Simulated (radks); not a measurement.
The selenium anion Se2-, [Kr], held by a Watson sphere: a shell of charge +2 at radius R that stands for the Madelung well of a crystal (potential energy -2/R inside, -2/r outside, in hartree with lengths in bohr). Calculated with a radial shooting solver on a logarithmic mesh with Libxc functionals: scalar-relativistic Kohn-Sham, LDA (Slater exchange, Perdew-Wang correlation), spin-unpolarised, spherical densities, point nucleus. Response by self-consistent Sternheimer equations with the Hartree and adiabatic LDA kernel, the relativistic mass of each level held fixed and spin-orbit coupling left out. The sphere does not respond.

R (bohr),e(3d) (eV),e(4s) (eV),e(4p) (eV),<r> 4p (bohr),sum of <r^2> (bohr^2),X-ray form factor at sin(theta)/lambda = 0.2 1/angstrom,alpha (bohr^3)
2.25,-51.775,-18.354,-7.937,2.294,53.16,27.191,30.84
3.29,-50.426,-15.868,-6.054,2.551,63.26,26.913,54.66
3.47,-50.238,-15.538,-5.751,2.590,64.91,26.896,60.28
3.67,-50.035,-15.198,-5.428,2.630,66.71,26.884,67.09
4.12,-49.594,-14.528,-4.761,2.714,70.63,26.872,84.88
4.69,-49.080,-13.829,-4.031,2.807,75.42,26.875,113.1
4.78,-49.004,-13.732,-3.926,2.821,76.16,26.877,118.3
5.26,-48.622,-13.260,-3.416,2.890,80.11,26.884,149.5
